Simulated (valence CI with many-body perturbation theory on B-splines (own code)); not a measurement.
# E1 line list for Zr XXVIII

Method: valence CI with perturbative core correlation (CI+MBPT): three valence electrons over a frozen Dirac-Fock core [Ne], a basis of 11 s, 11 p, 9 d, 7 f, 5 g, 2 h, 1 i functions for each j, with the one-electron correlation potential Σ1, the two-electron term Σ2, the three-electron term Σ3, Breit, model QED; selected CI, second order for the rest (own B-spline code, finite nucleus).

No measured spectrum was set against this ion. As an estimate, large intervals hold to a few tenths of a per cent, small ones and those within an open d or f shell to about a per cent.

Lines 201 to 250 of 280 in falling wavelength, among levels below 305.01 eV, chosen from the strongest by gf and those to the six lowest levels. Wavelengths and rates use the calculated energies. Electric multipoles are in the length gauge, E1 and E2 with the static RPA response of the core. Weak lines are less certain than strong ones. Lines between different terms over intervals too small for the method are left out, as are lines whose strength nearly cancels. Where a level lies close to another of its J and parity, the split of strength between their lines is uncertain. The highest levels of a list are the least certain.

Names give the largest LS component (configuration and term), which can be under half, so a name can repeat, a term be missing and a line seem to break the LS rules; names also repeat where a configuration has a term twice. Letters in brackets count levels of one name in rising energy.

```csv
λ vac (Å),Upper,Lower,A (s⁻¹),S (a.u.) with core polarisation,S without
101.6,3s 3p 3d 2F°_5/2 [a],3s 3p2 4P_3/2,1.75e+09,5.43e-03,5.57e-03
101.0,3p2 3d 4P_1/2,3p3 2D°_3/2,7.64e+10,7.77e-02,7.97e-02
101.0,3s 3p 3d 4D°_3/2,3s 3p2 4P_1/2,7.61e+10,1.55e-01,1.58e-01
100.7,3s 3p 3d 4D°_1/2,3s 3p2 4P_1/2,9.03e+10,9.10e-02,9.34e-02
100.3,3s 3p 3d 2F°_7/2 [b],3s 3p2 2D_5/2,3.18e+10,1.27e-01,1.30e-01
100.3,3s 3p 3d 2D°_3/2,3s 3p2 2D_3/2,1.32e+10,2.64e-02,2.71e-02
100.3,3p2 3d 4P_3/2 [b],3s 3p 3d 4F°_3/2,3.54e+10,7.05e-02,7.23e-02
99.65,3p3 2P°_1/2,3s 3p2 4P_1/2,1.61e+10,1.57e-02,1.61e-02
99.22,3s 3d2 4F_5/2,3s 3p 3d 4F°_5/2,5.08e+10,1.47e-01,1.51e-01
99.20,3s 3p 3d 4D°_5/2,3s 3p2 4P_3/2,2.92e+10,8.43e-02,8.65e-02
99.05,3p2 3d 2F_5/2 [b],3p3 2D°_5/2,3.58e+10,1.03e-01,1.06e-01
98.94,3s 3p 3d 4P°_1/2,3s 3p2 4P_3/2,7.42e+10,7.10e-02,7.28e-02
98.86,3s 3p 3d 2D°_5/2 [a],3s 3p2 4P_5/2,1.84e+09,5.27e-03,5.42e-03
98.72,3s 3p 3d 4P°_3/2 [a],3s 3p2 4P_3/2,2.66e+10,5.05e-02,5.18e-02
98.40,3s 3d2 4F_3/2,3p3 4S°_3/2,2.67e+10,5.02e-02,5.15e-02
98.22,3s 3p 3d 4P°_3/2 [b],3s 3p2 4P_3/2,9.20e+09,1.72e-02,1.76e-02
97.40,3s 3p 3d 2P°_1/2 [b],3s 3p2 2P_1/2,4.90e+10,4.47e-02,4.59e-02
96.63,3s2 3d 2D_3/2,3s2 3p 2P°_1/2,5.80e+10,1.03e-01,1.06e-01
96.48,3p2 3d 2F_7/2 [b],3s 3p 3d 4F°_5/2,1.70e+10,6.03e-02,6.18e-02
96.01,3s 3d2 4F_3/2,3s 3p 3d 4F°_3/2,3.32e+10,5.80e-02,5.95e-02
94.26,3s 3p 3d 2D°_5/2 [a],3s 3p2 4P_3/2,1.46e+09,3.61e-03,3.71e-03
93.45,3p2 3d 2D_5/2 [b],3p3 2D°_3/2,3.94e+10,9.53e-02,9.76e-02
93.35,3s 3p 3d 2F°_5/2 [b],3s 3p2 2D_3/2,5.76e+10,1.39e-01,1.42e-01
93.17,3s 3p 3d 2P°_1/2 [a],3s 3p2 2D_3/2,1.86e+09,1.48e-03,1.53e-03
92.73,3s 3p 3d 2F°_7/2 [a],3s 3p2 4P_5/2,1.58e+10,4.98e-02,5.11e-02
92.69,3p3 2P°_3/2,3s 3p2 4P_1/2,7.47e+08,1.17e-03,1.20e-03
92.20,3p2 3d 2F_7/2 [b],3p3 2D°_5/2,3.53e+10,1.09e-01,1.12e-01
92.18,3s 3p 3d 2D°_3/2,3s 3p2 4P_5/2,1.99e+08,3.08e-04,3.15e-04
90.66,3s 3p 3d 2P°_1/2 [b],3s 3p2 2D_3/2,1.74e+09,1.28e-03,1.31e-03
90.28,3s 3p 3d 4P°_1/2,3s 3p2 4P_1/2,1.29e+08,9.37e-05,9.60e-05
90.10,3s 3p 3d 4P°_3/2 [a],3s 3p2 4P_1/2,1.93e+09,2.79e-03,2.87e-03
89.69,3s 3p 3d 4P°_3/2 [b],3s 3p2 4P_1/2,8.09e+09,1.15e-02,1.18e-02
88.97,3s 3p 3d 2P°_3/2 [a],3s 3p2 2D_3/2,1.46e+08,2.03e-04,2.08e-04
88.40,3s 3p 3d 2D°_5/2 [b],3s 3p2 2D_3/2,1.11e+08,2.28e-04,2.36e-04
88.17,3s 3p 3d 2D°_3/2,3s 3p2 4P_3/2,1.37e+07,1.85e-05,1.90e-05
87.76,3s 3p 3d 2P°_3/2 [b],3s 3p2 2D_3/2,4.35e+09,5.81e-03,5.96e-03
86.64,3s 3p 3d 2F°_7/2 [b],3s 3p2 4P_5/2,6.29e+09,1.62e-02,1.66e-02
86.26,3s 3p 3d 2F°_5/2 [b],3s 3p2 4P_5/2,3.16e+07,6.00e-05,6.21e-05
82.74,3s 3p 3d 2F°_5/2 [b],3s 3p2 4P_3/2,1.36e+08,2.28e-04,2.34e-04
82.60,3s 3p 3d 2P°_1/2 [a],3s 3p2 4P_3/2,1.34e+08,7.44e-05,7.63e-05
82.51,3s 3p 3d 2P°_3/2 [a],3s 3p2 4P_5/2,3.19e+08,3.53e-04,3.63e-04
82.01,3s 3p 3d 2D°_5/2 [b],3s 3p2 4P_5/2,1.55e+09,2.53e-03,2.60e-03
81.46,3s 3p 3d 2P°_3/2 [b],3s 3p2 4P_5/2,6.95e+08,7.42e-04,7.61e-04
81.23,3s 3p 3d 2D°_3/2,3s 3p2 4P_1/2,3.74e+09,3.96e-03,4.07e-03
80.62,3s 3p 3d 2P°_1/2 [b],3s 3p2 4P_3/2,1.09e+08,5.65e-05,5.79e-05
79.28,3s 3p 3d 2P°_3/2 [a],3s 3p2 4P_3/2,4.65e+08,4.58e-04,4.70e-04
78.83,3s 3p 3d 2D°_5/2 [b],3s 3p2 4P_3/2,8.35e+08,1.21e-03,1.24e-03
78.32,3s 3p 3d 2P°_3/2 [b],3s 3p2 4P_3/2,2.02e+08,1.91e-04,1.96e-04
76.48,3s 3p 3d 2P°_1/2 [a],3s 3p2 4P_1/2,1.19e+09,5.24e-04,5.38e-04
74.78,3s 3p 3d 2P°_1/2 [b],3s 3p2 4P_1/2,4.14e+08,1.71e-04,1.76e-04
```
